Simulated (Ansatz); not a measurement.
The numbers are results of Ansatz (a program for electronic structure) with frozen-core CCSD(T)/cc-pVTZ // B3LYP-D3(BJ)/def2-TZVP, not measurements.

Ansatz 0.2 input:
```yaml
crystal:
  periodic: [false, false, false]
  atoms:
    - { symbol: N, position_ang: [2.023693, 1.650998, -1.408352] }
    - { symbol: C, position_ang: [1.429746, 1.114284, -0.573779] }
    - { symbol: N, position_ang: [0.78166, 0.44409, 0.384278] }
    - { symbol: C, position_ang: [-0.073285, -0.674731, -0.027379] }
    - { symbol: N, position_ang: [-1.379861, -0.21786, -0.456622] }
    - { symbol: H, position_ang: [0.353553, 1.04011, 1.081901] }
    - { symbol: H, position_ang: [0.497061, -1.225406, -0.781472] }
    - { symbol: H, position_ang: [-0.204576, -1.322642, 0.838889] }
    - { symbol: H, position_ang: [-1.361085, 0.150491, -1.400085] }
    - { symbol: H, position_ang: [-2.066917, -0.959338, -0.41468] }
basis:
  gaussian: { orbitals: cc-pVTZ }
correlation:
  method: ccsd_t
```

Output:

```
Functional definition: HF
1275 factors; integrals over basis functions are off by at most 1.0e-3 eV
mean field evaluation 1: about -6582.0481 eV, gradient 4.3e1 eV
mean field evaluation 2: about -6582.3551 eV, gradient 4.3e1 eV
mean field evaluation 4: about -6586.6164 eV, gradient 6.2e0 eV
mean field evaluation 8: about -6586.7409 eV, gradient 5.3e-1 eV
mean field evaluation 16: about -6586.7427 eV, gradient 2.3e-6 eV
mean field -6586.74274463 eV, -242.0583312106 hartree, gradient 2.3e-6 eV, S^2 0.000000; 0 other end points of the search recorded, 0 dependent functions left out
5 core orbitals not correlated
reference -6586.74274463 eV, -242.0583312106 hartree; 14, 14 occupied and 201, 201 virtual orbitals, 1275 factors
second order -25.31330750 eV of doubles, -0.00000000 eV of singles
cycle   1  -25.06385240 eV  change    2.5e-1 eV  update   1.1e-1
cycle   2  -25.72300942 eV  change   -6.6e-1 eV  update   3.4e-2
cycle   3  -25.86734893 eV  change   -1.4e-1 eV  update   1.5e-2
cycle   4  -25.85796293 eV  change    9.4e-3 eV  update   3.7e-3
cycle   5  -25.85975999 eV  change   -1.8e-3 eV  update   1.6e-3
cycle   6  -25.86042425 eV  change   -6.6e-4 eV  update   4.1e-4
cycle   7  -25.86022497 eV  change    2.0e-4 eV  update   1.5e-4
cycle   8  -25.86019327 eV  change    3.2e-5 eV  update   5.3e-5
cycle   9  -25.86019477 eV  change   -1.5e-6 eV  update   2.2e-5
perturbative correction -1.17309485 eV, -0.0431104406 hartree
Total energy: -6613.77603425 eV, -243.0517862803 hartree
```

Cost: very roughly 80 core-seconds.
